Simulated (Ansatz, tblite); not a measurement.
Removing and adding an electron: Ga₁₃N₁₃H₃₀, a nanocrystal cut from zinc blende GaN (hydrogen-capped). Total charge 0; singlet. Geometry: r2SCAN-D4/def2-SVP. Ansatz, gas phase; energy differences of separate SCF runs; the oxidised species was run as a doublet alone; the reduced species was run as a doublet alone.

Cartesian coordinates in Å:
```
Ga -0.8818 -1.4728 -1.8257
Ga -1.2405 -3.0025 1.1506
Ga 1.1178 -3.8929 -0.8526
Ga 2.1220 -0.7721 -1.0867
Ga 1.7328 -2.3091 1.8821
Ga -3.4052 -0.5004 0.1777
Ga -3.0069 0.8744 -2.7065
Ga 0.1308 1.5289 -1.9810
Ga -2.4028 2.4706 0.0242
Ga -0.2405 0.1256 0.8585
Ga 2.8344 0.9545 1.7128
Ga 0.8634 3.2321 0.8279
Ga 3.2156 2.3260 -1.1754
N -0.7284 -3.0958 -0.6984
N -2.7268 -0.7860 -1.5966
N -3.0849 -2.2136 1.1710
N 0.2669 -0.1394 -0.9529
N -0.0932 -1.5575 1.8547
N 2.1817 -2.4169 0.0174
N 3.1982 0.5960 -0.1390
N 2.8579 -0.8278 2.6335
N -2.0952 0.7564 0.9552
N -1.7459 2.1221 -1.7470
N 1.2690 2.8253 -1.0051
N -1.0811 3.7243 0.8645
N 0.9255 1.4606 1.6984
H -0.5717 -1.7871 -3.3225
H -1.2592 -4.2905 2.0364
H 1.5126 -3.9892 -2.3665
H 1.1695 -5.1368 0.1174
H 2.6679 -1.0313 -2.5256
H 1.8955 -3.5550 2.8123
H -4.8960 -0.0863 0.4014
H -2.4734 0.6195 -4.1582
H -4.4729 1.3837 -2.4198
H 0.5203 1.4511 -3.4902
H -3.8326 3.0651 0.2390
H 3.7460 1.9286 2.5277
H 1.6551 4.3445 1.5893
H 3.5398 2.0224 -2.6787
H 4.0393 3.3695 -0.3249
H -1.3095 -3.8075 -1.1575
H -3.3357 -1.4657 -2.0681
H -3.7221 -2.9163 0.7816
H -3.4060 -2.1150 2.1391
H -0.3672 -1.4153 2.8335
H 3.1435 -2.7688 -0.0618
H 4.1740 0.2859 -0.2208
H 3.8295 -1.1555 2.6406
H 2.6436 -0.7037 3.6277
H -2.3704 0.8997 1.9334
H -1.8345 2.9843 -2.2982
H 1.2217 3.6972 -1.5460
H -1.1761 4.6299 0.3929
H -1.3659 3.9289 1.8273
H 0.6522 1.6043 2.6772
```

The xTB rows come from tblite. Single mean-field runs in def2-TZVP are fitted with def2-universal-jkfit.

| level | −HOMO (eV) | vertical IE (eV) | −LUMO (eV) | vertical EA (eV) | HOMO–LUMO gap (eV) | IE − EA (eV) | remarks |
| --- | --- | --- | --- | --- | --- | --- | --- |
| GFN1-xTB | 8.99 | 10.60 | 4.63 | 3.21 | 4.36 | 7.40 | – |
| GFN2-xTB | 11.32 | 12.76 | 7.05 | 5.47 | 4.27 | 7.30 | – |
| PBE-D4/def2-TZVP | 5.91 | – | 1.75 | 0.43 | 4.16 | – | HOMO above zero (-1 doublet) |
| PBE0-D4/def2-TZVP | 7.12 | 8.35 | 0.96 | 0.11 | 6.16 | 8.24 | HOMO above zero (-1 doublet) |

Run but left out: PBE-D4/def2-TZVP (charge +1 doublet: an occupied level 0.07 eV above an empty one).   A HOMO above zero means that the electron is unbound at that level or that self-interaction error raises the level; the energy of removing that electron tells which. Raw xTB energy differences between charge states are shifted by several eV; the methods need an empirical correction for them. Sets without diffuse functions give affinities that are too small.
